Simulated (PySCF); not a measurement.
Sn(Cl)(Br)2(NH2), SMILES [NH2][Sn]([Cl])([Br])[Br] (PBE0/def2-SVP optimised geometry):

```
7

N     -1.038     0.689     0.000
Sn    -0.419    -1.230     0.000
Cl    -1.220    -2.228     1.946
Br     2.048    -1.230     0.000
Br    -1.210    -2.619    -1.901
H     -2.048     0.769    -0.113
H     -0.590     1.230    -0.740
```

Method: PBE0/def2-TZVP, def2 effective core potentials past Kr run with PySCF.

Task: What are the frontier orbital energies and the dipole moment?

Result: HOMO-2 -8.90 eV, HOMO-1 -8.75 eV, HOMO -8.44 eV, LUMO -2.82 eV, LUMO+1 -0.20 eV; dipole moment 2.51 D.

On the same geometry PBE/def2-TZVP, def2 effective core potentials past Kr (PySCF 2.14.0) gives HOMO-2 -7.57 eV, HOMO-1 -7.42 eV, HOMO -7.03 eV, LUMO -3.66 eV, LUMO+1 -1.01 eV; dipole moment 2.47 D.
